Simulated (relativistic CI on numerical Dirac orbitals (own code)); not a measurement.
Radial parameters of Au¹⁰⁺

Computed by Dirac-Coulomb-Breit CI, KLI orbitals optimised for each configuration, model QED, unscaled Slater integrals (own radial code, finite nucleus).

Slater integrals F^k, G^k are unscaled and averaged over j, outside the closed core [Kr] 4d10; ζ comes from projecting the Hamiltonian with its Breit term on Σ l·s of the shell.

- 4f¹⁴5s²5p⁶5d: ζ(5d) = 8620.6 cm⁻¹; <r>(5d) = 1.185, <r^2>(5d) = 1.576 (bohr units).
- 4f¹⁴5s²5p⁶5f: ζ(5f) = 590.46 cm⁻¹; <r>(5f) = 1.612, <r^2>(5f) = 2.942 (bohr units).
- 4f¹⁴5s²5p⁵5d²: ζ(5p) = 102610, F^2(5d,5d) = 90086, F^4(5d,5d) = 61556, F^2(5p,5d) = 94467, G^1(5p,5d) = 115780, G^3(5p,5d) = 73305, ζ(5d) = 8793.1 cm⁻¹; <r>(5p) = 0.9928, <r^2>(5p) = 1.103, <r>(5d) = 1.181, <r^2>(5d) = 1.566 (bohr units).

Task: Give the Racah parameters of the d shell in 4f¹⁴5s²5p⁵5d².

Result: B = F²/49 − 5F⁴/441 = 1141 cm⁻¹ and C = 35F⁴/441 = 4885 cm⁻¹.

In this model ζ of a weakly bound d, f or g electron outside closed shells comes out too small, for d by up to a factor of two or three and at times with the wrong sign; that of an outer p electron is too small as well.

Averages of the first 10 configurations, taken without configuration mixing, which lowers the lowest level and can move excited configurations by several eV; other configurations of the list can lie among them:

```tsv
Configuration	Parity	States	Average energy above the lowest level (eV)
4f¹⁴5s²5p⁶5d	even	10	2.3
4f¹⁴5s²5p⁶6s	even	2	36.4
4f¹⁴5s²5p⁶5f	odd	14	65.1
4f¹⁴5s²5p⁵5d²	odd	270	68.7
4f¹⁴5s²5p⁶6p	odd	6	54.2
4f¹⁴5s²5p⁶5g	even	18	100.8
4f¹⁴5s5p⁶5d²	even	90	125.6
4f¹⁴5s²5p⁶6d	even	10	78.3
4f¹⁴5s²5p⁵5d5f	even	840	131.2
4f¹⁴5s²5p⁶7s	even	2	89.2
```
